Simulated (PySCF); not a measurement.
Ionisation energy of Pd⁺ by level of theory

Pd⁺ [Kr] 4d9 (2D) → Pd²⁺ [Kr] 4d8 (3F), as a difference of total energies. Computed with PySCF 2.14 in x2c-SVPall (6s5p5d1f, 53 functions), with the spin-free X2C one-electron Hamiltonian (Gaussian nucleus). Correlated levels: valence: [Kr] frozen. The calculations carry no spin-orbit coupling.

```tsv
method	ionisation energy (eV)
UHF	17.465
LDA	20.365
TPSS	19.521
MP2 (valence)	18.929
SCS-MP2 (valence)	18.821
```

**Question.** How much does correlation contribute at MP2 (valence)?

**Answer.** 18.929 − (17.465) = 1.464 eV, measured against UHF.

The reference lies between the lowest fine-structure levels, while these numbers refer to the centres of the terms.

Errors of the correlated levels include the incompleteness of this basis and the frozen core.

For comparison: 19.43 ± 0.12 eV (semi-empirical (NIST evaluation); NIST Atomic Spectra Database, ionization energies).
